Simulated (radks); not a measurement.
Results of a calculation; reference values are marked as such.
Task: Radial electron density D(r) = 4 pi r^2 rho(r) of an atom or ion with 14 electrons. Level of theory: scalar-relativistic Kohn-Sham, PBE, spin-polarised, spherical densities, finite nucleus; Fermi nuclear charge, rms radius of each element as measured or else 0.836 A^(1/3) + 0.57 fm (a radial shooting solver on a logarithmic mesh with Libxc functionals).

r (bohr),D(r) (e/bohr),spin D(r)
0.001319,0.9784,-0.0000453
0.00165,1.467,-0.0000628
0.002048,2.156,-0.0000811
0.002562,3.188,-0.0000937
0.003179,4.606,-0.0000782
0.003977,6.666,0.0000223
0.004936,9.384,0.000326
0.006176,13.13,0.00115
0.007665,17.76,0.00306
0.009589,23.60,0.00756
0.0119,30.00,0.0170
0.01489,36.84,0.0376
0.01848,42.66,0.0777
0.02312,46.62,0.158
0.02869,47.42,0.298
0.0359,44.99,0.544
0.04455,41.01,0.904
0.05574,38.38,1.39
0.06917,40.30,1.87
0.08654,47.05,2.13
0.1074,53.60,1.86
0.1344,53.04,0.970
0.1681,41.77,0.0700
0.2086,26.37,0.353
0.261,15.76,2.50
0.324,13.55,5.18
0.4053,12.92,6.00
0.503,8.770,4.16
0.6293,3.433,1.64
0.781,0.7528,0.365
0.9771,0.07271,0.0366
1.213,0.003122,0.00165

What is the nuclear charge?

Result: Z = 38. The innermost maximum, from 1s, lies near gamma/Z bohr with gamma = sqrt(1 - (Z/c)^2) = 0.961, here 0.0253 bohr (found: 0.0271), and its height grows with Z. The density is that of the strontium ion Sr24+ in [Ne] 3s2 3p2; the configuration itself is not fixed sharply by these data, and Z only to a few units. D(r) has 3 maxima, at r = 0.0271, 0.119, 0.348 bohr, and minima at 0.0575, 0.324 bohr, inside which lie 2.09, 10.75 electrons.
